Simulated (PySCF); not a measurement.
# Reading the logs of faulty runs: BGe2H6O

Calculated results; nothing here was measured. They come from PySCF 2.14.0, an open-source quantum chemistry program, on an isolated molecule that a program drew, which may never have been made. The molecule is BGe2H6O (charge 0, doublet), drawn as the SMILES string `O[B]([GeH2])[GeH3]`.

Each row is a Hartree-Fock (HF) and frozen-core CCSD(T) single point in the cc-pVDZ basis, meant for a local HF minimum. Run 1 is clean. Each other run has one planted mistake out of seven kinds, and not every kind appears here: one electron removed, one electron added, multiplicity raised by two, geometry at a saddle point, minimal basis STO-3G, one bond length entered in bohr, all coordinates scaled. The reference is restricted for singlets and unrestricted otherwise, and also for a bond in bohr. Adding or removing an electron swaps singlet and doublet. Electrons count all cores. HOMO and LUMO are orbital energies over both spins, the gradient is its largest component, and the lowest frequency (negative if imaginary) is given only where the gradient is small. Bond lengths are over the 9 bonds as drawn. T1 is the CCSD diagnostic: over 0.02 (restricted) or 0.045 (unrestricted) a single reference is doubtful. Germanium has the cc-pVDZ-PP basis, with a core potential (ECP10MDF) in place of its 10 inner electrons, and its 3s, 3p and 3d shells are frozen in CCSD(T).

Geometry of the clean run:
```xyz
10
BGe2H6O, angstrom
O    -1.3907   -1.0579   -0.8994
B    -0.2429   -0.4890   -0.4760
Ge    1.3580   -0.5638   -1.7952
Ge   -0.1086    0.4993    1.3815
H    -2.1235   -0.9746   -0.3060
H     2.7529   -0.3286   -1.2020
H     1.4076   -1.7108   -2.8106
H    -1.4962    0.6037    2.0463
H     0.8129   -0.2624    2.3440
H     0.4502    1.9195    1.2267
```

| run | electrons | basis functions | <S^2> | HOMO (eV) | LUMO (eV) | gradient (hartree/bohr) | lowest frequency (cm^-1) | mean bond (Å) | longest bond (Å) | T1 | HF (hartree) | CCSD(T) (hartree) | mistake |
|---|---|---|---|---|---|---|---|---|---|---|---|---|---|
| 1 | 83 | 104 | 0.764 | -8.16 | 0.88 | 2.0e-05 | 61 | 1.5731 | 2.108 | 0.0168 | -689.79801 | -690.31739 | no fault |
| 2 | 82 | 104 | 0.000 | -15.13 | -6.47 | 5.2e-02 | - | 1.5731 | 2.108 | 0.0196 | -689.52944 | -690.04005 | one electron removed |
| 3 | 84 | 104 | 0.000 | -0.76 | 7.21 | 5.0e-02 | - | 1.5731 | 2.108 | 0.0201 | -689.79251 | -690.34582 | one electron added |
| 4 | 83 | 104 | 3.769 | -5.36 | -1.70 | 2.7e-02 | - | 1.5731 | 2.108 | 0.0191 | -689.63868 | -690.15229 | ? |
| 5 | 83 | 104 | 0.763 | -8.09 | 0.99 | 6.1e-02 | - | 1.4928 | 2.001 | 0.0155 | -689.77176 | -690.28499 | ? |

**Which mistake was planted in run 4, and what did it cost?**

Electrons, basis and geometry are unchanged, and <S^2> is 3.769, beside S(S+1) = 3.75 for a multiplicity of 4. So the mistake is: multiplicity raised by two. Subtracting run 1 and multiplying by 627.51 kcal/mol a hartree, the energy moved by 100.0 kcal/mol in HF and 103.6 kcal/mol in CCSD(T).

**Which mistake was planted in run 5, and what did it cost?**

The mean and the longest bond both change by the same factor, 0.949, and the gradient is no longer small. So the mistake is: all coordinates scaled. Subtracting run 1 and multiplying by 627.51 kcal/mol a hartree, the energy moved by 16.5 kcal/mol in HF and 20.3 kcal/mol in CCSD(T).

Cautions from the logs. Run 3: T1 is over the limit, so its CCSD(T) energy is less reliable.
